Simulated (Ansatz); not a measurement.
Cost and result for the atomization energy of C3H6FNSi, SMILES `FC1=NCC[SiH2]1` (12 atoms, 12 bonds).

```
atom   x (Å)   y (Å)   z (Å)
  F1  -1.609   2.223  -0.767
  C2  -0.763   1.242  -0.444
  N3   0.447   1.352  -0.746
  C4   1.284   0.242  -0.322
  C5   0.497  -0.986   0.207
 Si6  -1.235  -0.331   0.492
  H7   1.958   0.627   0.449
  H8   1.920  -0.034  -1.166
  H9   0.462  -1.772  -0.552
 H10   0.967  -1.416   1.092
 H11  -1.599  -0.042   1.903
 H12  -2.329  -1.104  -0.147
```

The species carries charge 0 and has multiplicity 1. The geometry is a stationary point of PBE0-D4/def2-TZVP. Program: Ansatz. All runs use 4 threads of an Arm Neoverse V1 on a shared host. Times are those of one run each, without the atoms' runs, and a repeat can differ threefold. Electronic energies, without spin–orbit coupling; frozen cores. CCSD(T)/CBS adds CCSD(T) − MP2 in def2-TZVPP to the MP2 limit, and its time is that of the two runs behind it. T1 = 0.013. HSE06 is the plane-wave form, built on full-range PBE exchange.

CCSD(T)/CBS is a level of theory with its own doubt, some kJ/mol a heavy atom from the limit and from the frozen cores, so smaller differences don't rank the functionals.

```tsv
level	functions	wall time
LDA (SPW92)/def2-TZVPP	281	1.6 s
revPBE-D4/def2-TZVPP	281	2.6 s
BLYP-D4/def2-TZVPP	281	2.6 s
PBE-D4/def2-TZVPP (with forces)	281	3.3 s
PBE0-D4/def2-TZVPP	281	3.9 s
HSE06-D4/def2-TZVPP	281	4.1 s
r2SCAN-D4/def2-TZVPP (with forces)	281	6.5 s
PBE-QIDH/def2-TZVPP	281	8.5 s
CCSD(T)/def2-SVP	118	9.5 s
ωB97X-V/def2-TZVPP	281	10 s
MP2/def2-QZVPP	535	34 s
CCSD(T)/def2-TZVPP	281	4.9 min
CCSD(T)/CBS(def2)	–	5.5 min
```

Task: What atomization energy does each give, and how far from CCSD(T)/CBS? (Best estimate.)

Result: Computed: 
| level | atomization (kJ/mol) | difference from CCSD(T)/CBS | per bond |
| --- | --- | --- | --- |
| LDA (SPW92)/def2-TZVPP | 5488.0 | 771.6 | 64.3 |
| revPBE-D4/def2-TZVPP | 4746.4 | 30.0 | 2.5 |
| BLYP-D4/def2-TZVPP | 4739.8 | 23.4 | 2.0 |
| PBE-D4/def2-TZVPP (with forces) | 4872.7 | 156.3 | 13.0 |
| PBE0-D4/def2-TZVPP | 4763.6 | 47.2 | 3.9 |
| HSE06-D4/def2-TZVPP | 4767.6 | 51.2 | 4.3 |
| r2SCAN-D4/def2-TZVPP (with forces) | 4739.5 | 23.1 | 1.9 |
| PBE-QIDH/def2-TZVPP | 4706.3 | -10.1 | -0.8 |
| CCSD(T)/def2-SVP | 4462.7 | -253.7 | -21.1 |
| ωB97X-V/def2-TZVPP | 4754.3 | 37.9 | 3.2 |
| MP2/def2-QZVPP | 4760.3 | 43.9 | 3.7 |
| CCSD(T)/def2-TZVPP | 4586.3 | -130.1 | -10.8 |
| CCSD(T)/CBS(def2) | 4716.4 | 0.0 | 0.0 |

At CCSD(T), def2-SVP lies −253.7 kJ/mol from the extrapolated value and def2-TZVPP −130.1 kJ/mol: correlation converges slowly with the basis, and small sets miss more of it in the bonded molecule than in its fragments. From PBE to PBE0 (25 % exact exchange), in def2-TZVPP and without D4, the atomization energy moves by −104.7 kJ/mol: exact exchange takes away binding that semilocal exchange gives to molecules. The D4 term adds +44.3 kJ/mol with B3LYP and +23.1 kJ/mol with PBE0; it sums over pairs of atoms, weighted by their polarisabilities, and B3LYP, whose exchange is more repulsive, gets the larger term.

B3LYP here is the variant with VWN-RPA as its local correlation; programs differ in this.
